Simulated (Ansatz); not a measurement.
N-butyl-N-methylpyrrolidinium, `CCCC[N+]1(C)CCCC1`, 30 atoms. Hardware: 4 threads of Intel Xeon on a shared host.

Correlated methods freeze 10 core orbitals.

(1) How many basis functions does each of these Ansatz runs have, and roughly what does it cost? PBE0-D4/def2-SVP, charge 1 singlet, energy, from earlier orbitals; B3LYP-D4/6-31G, charge 1 singlet, energy; PBE-D4/def2-TZVP, charge 1 singlet, energy and forces, from earlier orbitals; MP2/def2-SVP, charge 1 singlet, energy, from earlier orbitals; PBE0-D4/def2-TZVP, charge 0 doublet, energy, from earlier orbitals; revPBE-D4/def2-TZVP, charge 1 singlet, energy, from earlier orbitals; PBE-D4/def2-TZVP, charge 0 doublet at the geometry of the charge 1 singlet, energy, from earlier orbitals; PBE0-D4/def2-TZVP, charge 1 singlet, energy and forces, from earlier orbitals; PBE0-D4/def2-TZVP, charge 1 triplet at the geometry of the charge 1 singlet, energy; r2SCAN-D4/def2-TZVP, charge 1 singlet, energy, from earlier orbitals; PBE-D4/def2-TZVP, charge 0 doublet, energy, from earlier orbitals; PBE-D4/def2-TZVP, charge 1 triplet at the geometry of the charge 1 singlet, energy, from earlier orbitals.

## Answers

(1) Other jobs shared the machine, so times can vary by a factor of up to 3. A dash marks memory too small to be measured apart from the calling script's.

| run | functions | fitting or Cholesky vectors | wall time | peak host memory (GiB) |
| --- | --- | --- | --- | --- |
| B3LYP-D4/6-31G, charge 1 singlet, energy | 130 | 1915 | 2.8 s | – |
| PBE0-D4/def2-SVP, charge 1 singlet, energy, from earlier orbitals | 240 | 2754 | 4.6 s | 1.1 |
| MP2/def2-SVP, charge 1 singlet, energy, from earlier orbitals | 240 | 2499 | 5.5 s | 0.83 |
| revPBE-D4/def2-TZVP, charge 1 singlet, energy, from earlier orbitals | 430 | 2655 | 6.5 s | 0.99 |
| PBE-D4/def2-TZVP, charge 1 singlet, energy and forces, from earlier orbitals | 430 | 2655 | 8.5 s | 0.99 |
| r2SCAN-D4/def2-TZVP, charge 1 singlet, energy, from earlier orbitals | 430 | 2655 | 10 s | 1 |
| PBE-D4/def2-TZVP, charge 0 doublet, energy, from earlier orbitals | 430 | 2655 | 13 s | 1.1 |
| PBE-D4/def2-TZVP, charge 0 doublet at the geometry of the charge 1 singlet, energy, from earlier orbitals | 430 | 2655 | 14 s | 1.1 |
| PBE0-D4/def2-TZVP, charge 1 singlet, energy and forces, from earlier orbitals | 430 | 2655 | 19 s | 1.9 |
| PBE-D4/def2-TZVP, charge 1 triplet at the geometry of the charge 1 singlet, energy, from earlier orbitals | 430 | 2655 | 22 s | 1.2 |
| PBE0-D4/def2-TZVP, charge 0 doublet, energy, from earlier orbitals | 430 | 2655 | 37 s | 2.4 |
| PBE0-D4/def2-TZVP, charge 1 triplet at the geometry of the charge 1 singlet, energy | 430 | 2655 | 2.4 min | 2.7 |
